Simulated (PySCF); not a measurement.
UHF on Sb (antimony, neutral)

Configuration: [Kr] 4d10 5s2 5p3, high-spin 4S determinant. All numbers are calculated (PySCF 2.14, scalar relativity through the core potential, in cc-pVDZ-PP with ECP28MDF (4s3p2d, 23 functions)).

```json
{
 "Total energy": "-239.272659 hartree",
 "One-electron energy": "-419.6344 hartree",
 "Hartree (Coulomb) energy": "198.8167 hartree",
 "Exchange energy": "-18.4550 hartree",
 "⟨S²⟩": "3.7524",
 "⟨L²⟩": "0.000",
 "Sum of ⟨r⟩": "30.34 bohr",
 "Sum of ⟨r²⟩": "58.96 bohr²",
 "Time after the integrals": "0.05 s of wall time on 1 thread of Neoverse-V1 (shared host)"
}
```

```json
{"shell": "4s α", "electrons": "1", "mean orbital energy (eV)": "-177.55", "rms radius, mean of both spins (bohr)": "0.849"}
{"shell": "4s β", "electrons": "1", "mean orbital energy (eV)": "-177.18", "rms radius, mean of both spins (bohr)": "0.849"}
{"shell": "4p α", "electrons": "3", "mean orbital energy (eV)": "-124.96", "rms radius, mean of both spins (bohr)": "0.917"}
{"shell": "4p β", "electrons": "3", "mean orbital energy (eV)": "-124.58", "rms radius, mean of both spins (bohr)": "0.917"}
{"shell": "4d α", "electrons": "5", "mean orbital energy (eV)": "-44.064", "rms radius, mean of both spins (bohr)": "1.11"}
{"shell": "4d β", "electrons": "5", "mean orbital energy (eV)": "-43.709", "rms radius, mean of both spins (bohr)": "1.11"}
{"shell": "5s α", "electrons": "1", "mean orbital energy (eV)": "-19.869", "rms radius, mean of both spins (bohr)": "2.45"}
{"shell": "5s β", "electrons": "1", "mean orbital energy (eV)": "-13.788", "rms radius, mean of both spins (bohr)": "2.45"}
{"shell": "5p α", "electrons": "3", "mean orbital energy (eV)": "-9.063", "rms radius, mean of both spins (bohr)": "3.07"}
```

Energies and moments cover only the electrons outside the core potential.
